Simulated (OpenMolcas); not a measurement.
Cu2+ (d9) in a complex was computed by SS-CASPT2, IPEA 0.25 Eh, imaginary shift 0.1 Eh with the d shell active (OpenMolcas, ANO-RCC-VTZP on the metal). Its lowest spin-free states, and all those of the highest spin:

| 2S+1 | Degeneracy | E (cm-1) |
| --- | --- | --- |
| 2 | 1 | 0 |
| 2 | 1 | 6570 |
| 2 | 1 | 12070 |
| 2 | 1 | 12290 |
| 2 | 1 | 13910 |

Question: Is the site octahedral, tetrahedral or cube-like, axial, or of lower symmetry?

Answer: The states with 2S+1 = 2 have orbital degeneracies 1, 1, 1, 1, 1. No state of this spin is degenerate, so the site is of lower symmetry, with no axis of order three or more. The run had Cu2+ with 5 ligands (water, chloride on the axis) in square pyramidal coordination (C2v) at 1.91 Å, the axial distance 2.290 Å. Ligand basis ANO-RCC-VDZP.

Over all roots computed the reference weight is 0.72; a low but even weight reflects the number of correlated electrons. A single d shell leaves out the double-shell effect, which counts most for late 3d ions, where the CASPT2 field can be off either way by tens of per cent. Ligand-to-metal charge-transfer states are missing. Free-ion shares, where given, are those of the reference states; single-state CASPT2 does not remix them. The distance lies 5 % under the 2.01 Å that this model takes as the normal distance (a Shannon-type radius plus a fixed donor radius); by an R⁻⁵ law this alone changes a d-shell field by about +29 %. No measured value stands beside these numbers; the geometry was imposed, not optimised, and the real ion may take another.
